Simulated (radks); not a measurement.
Results of a calculation; reference values are marked as such.
The nuclear charge of the vanadium ion V2+ is varied continuously with 21 electrons held in [Ar] 3d3. Code: a radial shooting solver on a logarithmic mesh with Libxc functionals. Model: non-relativistic Kohn-Sham, TPSS, spin-polarised, spherical densities, point nucleus; open shells are filled with parallel spins first; meta-GGA in the generalised Kohn-Sham scheme. By the Hellmann-Feynman theorem dE/dZ = E(electron-nucleus)/Z, the electronic potential at the nucleus.

Z      E (hartree)  E(electron-nucleus)/Z (hartree)  HOMO  e(HOMO) (eV)  <r> HOMO (bohr)
22      -849.13053                         -91.3198    3d        -8.548            1.677
22.25   -872.12803                         -92.6593    3d       -11.502            1.550
22.5    -895.45974                         -93.9936    3d       -14.798            1.449
22.75   -919.12451                         -95.3240    3d       -18.407            1.365
23      -943.12148                         -96.6513    3d       -22.305            1.295
23.25   -967.44993                         -97.9760    3d       -26.475            1.234
23.5    -992.10931                         -99.2987    3d       -30.904            1.181
23.75  -1017.09916                         -100.620    3d       -35.580            1.134
24     -1042.41910                         -101.939    3d       -40.496            1.091

The central difference of E at Z = 23 is -96.651 hartree, to compare with the third column; the second derivative is -5.3 hartree.
